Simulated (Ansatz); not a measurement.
```yaml
crystal:
  periodic: [false, false, false]
  atoms:
    - {symbol: K, position_ang: [-1.776997, 0.181108, 0.107127]}
    - {symbol: K, position_ang: [1.774945, -0.246471, -0.174669]}
    - {symbol: H, position_ang: [-0.208499, -1.716183, 0.011195]}
    - {symbol: H, position_ang: [0.230075, 1.771329, -0.035750]}
basis:
  gaussian: {orbitals: "6-31G*"}
hamiltonian: {xc: {name: wPBEh}}
```

```sh
$ ansatz run in.yaml --threads 4 --pin off --events-out ev --progress --plain --max-ram 3916MiB
```

It prints (some lines left out):

```
Functional definition: wPBEh
752 factors; integrals over basis functions are off by at most 4.9e-4 eV
110 factors; integrals over basis functions are off by at most 6.4e-5 eV
mean field evaluation 1: about -32668.9335 eV, gradient 2.0e1 eV
mean field evaluation 2: about -32669.3763 eV, gradient 1.7e1 eV
mean field evaluation 4: about -32670.8896 eV, gradient 5.6e-1 eV
mean field evaluation 8: about -32670.9168 eV, gradient 1.0e-2 eV
mean field -32670.91681904 eV, -1200.6340479568 hartree, gradient 4.0e-6 eV, S^2 0.000000; 0 other end points of the search recorded, 0 dependent functions left out
reference -32670.91687377 eV, -1200.6340499682 hartree; 20, 20 occupied and 54, 54 virtual orbitals, 752 factors
Total energy: -32670.91687377 eV, -1200.6340499682 hartree
```

It took 1.6 s on 4 threads of Arm Neoverse N1 on a shared host.

The 6-31G sets use Cartesian d functions.
